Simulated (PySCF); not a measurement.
## Vibration and rotation of SeN⁺

RHF-CCSD(T) constants of SeN⁺, ¹Σ⁺ (singlet), closed shell (basis Se cc-pVDZ-PP with ECP10, N cc-pVDZ; scalar-relativistic core potentials; PySCF 2.14; masses 79.9165 and 14.0031 u):

| Quantity | Value |
| --- | --- |
| ωe | 1065.2 cm⁻¹ |
| ωexe | 6.4 cm⁻¹ |
| Be | 0.54529 cm⁻¹ |
| αe | 0.00392 cm⁻¹ |
| D (centrifugal) | 5.72e-07 cm⁻¹ |
| De to Se⁺ + N | 3.72 eV |

Q: Give the band origin of the fundamental and the first lines of its P and R branches.

A: ν0 = ωe − 2ωexe = 1052.4 cm⁻¹, B0 = 0.54333, B1 = 0.53941 cm⁻¹.

```
J″  P(J″) − ν0  R(J″) − ν0
 0                   1.079
 1      -1.087       2.150
 2      -2.181       3.213
 3      -3.283       4.268
 4      -4.394       5.315
 5      -5.511       6.355
 6      -6.637       7.386
```

Q: Near which J would the R branch turn back, without centrifugal distortion?

A: At J ≈ (B0 + B1)/(2(B0 − B1)) − 1 ≈ 140.

Correlated steps freeze 5 core orbitals. Correlated levels converge slowly with the basis: in double zeta they bind strong bonds too weakly, by up to about 1 eV, and carry superposition errors of some tenths. For an ion De counts to the pair picked by the measured ionisation energies or electron affinities, which need not be the lowest pair at this level. Where the molecule has an RHF reference, its open-shell atoms are computed with UHF.
